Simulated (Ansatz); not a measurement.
Isolated molecules relaxed with PBE0-D4/def2-TZVP in Ansatz; ΔE leaves out vibrations. CCSD(T)/CBS adds triple-zeta CCSD(T) − MP2 to the extrapolated MP2 energy (def2 sets, frozen cores). This one scheme is used for every species, atoms too. Functionals use def2-TZVPP. B3LYP here is the variant with VWN-RPA as its local correlation; programs differ in this. Open shells (•) are unrestricted, without spin–orbit coupling. Spin–orbit coupling would lower the free atoms: a little for F, O, Si. Each species was taken in one conformer, which may not be the lowest.

Reaction (atomization): `O[SiH](F)N[SiH3]` → F• + 6 H• + N• + O• + 2 Si•

`O[SiH](F)N[SiH3]`:

Cartesian coordinates in Å:
```
O 2.527 -0.473 0.051
Si 1.016 -0.659 0.627
F 0.707 0.366 1.812
N -0.189 -0.316 -0.529
Si -1.604 0.676 -0.352
H 2.737 0.338 -0.416
H 0.993 -2.022 1.183
H -0.104 -0.784 -1.419
H -1.276 2.125 -0.328
H -2.472 0.404 -1.527
H -2.334 0.346 0.898
```

Q: What is ΔE at CCSD(T)/CBS? (An estimate is asked.)

A: Computed: +954.8 kcal/mol.

Q: What do these levels give: PBE-D4, r2SCAN-D4, PBE, r2SCAN, PBE0, B3LYP, HF/def2-TZVPP, SCS-MP2/def2-TZVPP, CCSD/def2-TZVPP, MP2/def2-QZVPP, HF/CBS(def2), CCSD/CBS(def2)? (An estimate is asked.)

A: Ansatz gave: PBE-D4 949.5, r2SCAN-D4 946.2, PBE 943.8, r2SCAN 944.8, PBE0 929.9, B3LYP 938.2, HF/def2-TZVPP 690.6, SCS-MP2/def2-TZVPP 940.8, CCSD/def2-TZVPP 912.7, MP2/def2-QZVPP 959.0, HF/CBS(def2) 694.2, CCSD/CBS(def2) 942.9 kcal/mol.

Largest T1 diagnostic among the species: 0.012.

The D4 term adds +9.1 kcal/mol with B3LYP and +4.8 kcal/mol with PBE0; it sums over pairs of atoms, weighted by their polarisabilities, and B3LYP, whose exchange is more repulsive, gets the larger term. From PBE to PBE0 (25 % exact exchange), in def2-TZVPP and without D4, ΔE moves by −13.9 kcal/mol: exact exchange takes away binding that semilocal exchange gives to molecules. In def2-TZVPP, CCSD(T) changes the Hartree–Fock value by +233.9 kcal/mol (the triples alone add +11.8 kcal/mol) and MP2 by +249.9 kcal/mol; breaking electron pairs costs correlation energy, which Hartree–Fock lacks.

For atomizations the MP2-based limit and the directly extrapolated one differ by several kJ/mol either way, and by 10 to 25 for some Ge, Se and Sn compounds, so smaller differences from it don't rank the levels.
